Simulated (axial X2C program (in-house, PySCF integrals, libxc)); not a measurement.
## Worked dissociation energy of SrY: HF, spin-free

Calculated with an in-house all-electron X2C program for linear molecules (integrals from PySCF). Spin-free means the one-electron spin-free X2C Hamiltonian. Basis: Y dyall-cv3z [11s12p9d6f3g], Sr dyall-cv3z [13s12p8d5f1g] (cores contracted in-house); Gaussian nuclei, density fitting, unrestricted open shells. Masses: Y 88.906 u, Sr 87.906 u.

Molecular state: M_S = 1/2, Λ = 0 (beyond evenly filled blocks: σβ, π+α, π-α).

| Item | Value |
| --- | --- |
| E(Y) (2M_S = 1, M_L = 0) | -3382.962595 hartree |
| E(Sr) (2M_S = 0, M_L = 0) | -3177.354994 hartree |
| E(SrY) at Re | -6560.325589 hartree |
| ωe | 133.4 cm⁻¹ |
| ωexe | 0.186 cm⁻¹ |

(1) Work out De and D0.

One determinant describes the state; a PBE0 search over occupations chose it and may have missed a lower one. De is counted from the lowest determinant-based energies of the atoms at the same level, without counterpoise correction. PBE0 can misorder states that lie within some tenths of an eV, so this need not be the ground state of the molecule. The nearest other spin-free determinant of the search, M_S = 3/2, Λ = 0, lies 0.04 eV up at the distance of the search. With several unpaired electrons one determinant need not be a pure state. The determinant is spin-polarised beyond a pure state at some levels (its spin-free form has ⟨S²⟩ too high), which makes Re and μ there less reliable.

Hartree–Fock lacks correlation and underbinds, often by eV.

Each atomic determinant is the lowest at this level and need not be a pure term. Totals compare only within one Hamiltonian and basis.

## Answers

(1) De = -3382.962595 + (-3177.354994) − (-6560.325589) = 0.00800 hartree = 0.218 eV. The zero-point energy is ωe/2 − ωexe/4 = 67 cm⁻¹ = 0.008 eV, so D0 = 0.209 eV.
